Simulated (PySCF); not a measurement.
Gas-phase XPS of `B[C@H]1CCN[SiH2]1`, computed

C3H10BNSi.
Numbering: `[BH2:1][C@H:2]1[CH2:3][CH2:4][NH:5][SiH2:6]1`

Cartesian coordinates in Å at the PBE0-D3(BJ)/def2-SVP level; atoms count from 1:
```xyz
16
C3H10BNSi angstrom
B      2.0987    0.2354    0.5891
C      0.9309    0.0245   -0.3665
C      0.0525   -1.2320   -0.3171
C     -1.4153   -0.8652   -0.5397
N     -1.6467    0.3441    0.2290
Si    -0.2599    1.3699    0.3606
H      2.1867   -0.4171    1.6074
H      2.8937    1.1315    0.4005
H      1.0922    0.4049   -1.3898
H      0.1566   -1.6999    0.6752
H      0.3904   -1.9704   -1.0618
H     -1.6134   -0.7278   -1.6236
H     -2.0740   -1.6820   -0.1977
H     -2.6071    0.6375    0.3522
H      0.0084    1.8216    1.7624
H     -0.2343    2.5980   -0.4967
```

The calculation used delta-SCF UKS SCAN, pcX-2 on the ionised atom, pcseg-1 elsewhere, spin-free X2C in PySCF. Binding energies are ΔSCF values: E(core-ionised, relaxed orbitals) − E(ground state) at a fixed geometry, referred to the vacuum level.

Give the core binding energies atom by atom.

| atom(s) | environment | level | binding energy (eV) | 2p1/2 (eV) | above the level's lowest (eV) | count |
| --- | --- | --- | --- | --- | --- | --- |
| Si6 | SiH2 silicon | Si 2p3/2 | 106.84 | 107.46 | 0.00 | 1 |
| C2 | sp3 carbon bound to silicon | C 1s | 289.81 | – | 0.00 | 1 |
| C3 | ring CH2 carbon | C 1s | 290.63 | – | +0.82 | 1 |
| C4 | sp3 carbon bound to nitrogen | C 1s | 291.49 | – | +1.68 | 1 |
| N5 | silicon-bound nitrogen | N 1s | 404.37 | – | 0.00 | 1 |
| Si6 | SiH2 silicon | Si 1s | 1846.70 | – | 0.00 | 1 |

Lowest listed C 1s: C2, bonded to C, H, B and Si. Highest, 1.68 eV above it: C4, bonded to N, C and 2 H. The widest gap between neighbouring values is 0.86 eV, between 290.63 and 291.49 eV. Summing the Pauling electronegativity differences to the bonded atoms, each weighted by its formal bond order, gives -1.51 for the lowest site and -0.21 for the highest; no listed site has a larger sum than the highest.

Which photon energy gives electrons from C 1s of C4 a kinetic energy of 50 eV, and what is their de Broglie wavelength?

hν = 291.49 + 50 = 341.49 eV, recoil neglected; λ = 12.264 Å/√(E/eV) = 1.73 Å.

Not every level is listed. The 2p values aren't plain energy differences: one relaxed spin-free 2p hole is combined with a matrix within the shell (ground-state 2p orbital-energy differences and spin–orbit coupling). 2p3/2, the mean of its two sublevels, lies a third of the splitting below the shell's mean and 2p1/2 two thirds above it; the statistical areas are 2:1. 2p1/2 minus 2p3/2 (ligand field included): Si 0.62 eV. No level of boron is listed. Geometry: PBE0-D3(BJ)/def2-SVP, one conformer, isolated molecule.
